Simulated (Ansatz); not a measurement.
Na2Te⁺. Total charge 1; doublet. Geometry r2SCAN-D4/def2-TZVP, basis def2-TZVP, Ansatz.

```csv
atom,x (Å),y (Å),z (Å)
Na1,-0.7335,2.1549,-1.4943
Na2,0.7100,-2.4987,0.8167
Te3,0.0236,0.3438,0.6776
```

| run | HOMO (eV) | LUMO (eV) |
| --- | --- | --- |
| A | -8.39 | -7.53 |
| B | -8.81 | -7.30 |
| C | -8.32 | -7.98 |
| D | -8.74 | -7.18 |
| E | -9.20 | -6.92 |
| F | -8.36 | -7.72 |

In the def2 sets Te takes a core potential; there is no spin–orbit coupling. HSE06 is defined as in plane-wave codes, on full-range PBE exchange. The structure comes from a short search, and lower isomers may exist.

HOMO and LUMO are taken over both spins.

**Question.** The runs used B97M-V, HSE06, PBE, PBE0, r2SCAN, r2SCANh. Estimate which is which.

**Answer.** A r2SCAN (0 % exact exchange); B HSE06 (range-separated); C PBE (0 % exact exchange); D r2SCANh (10 % exact exchange); E PBE0 (25 % exact exchange); F B97M-V (0 % exact exchange). Exact exchange lowers occupied and raises empty levels; among semilocal functionals meta-GGAs tend to open the gap a little, and such runs are hard to tell apart. The gap grows from 0.34 eV (PBE) to 2.27 eV (PBE0).
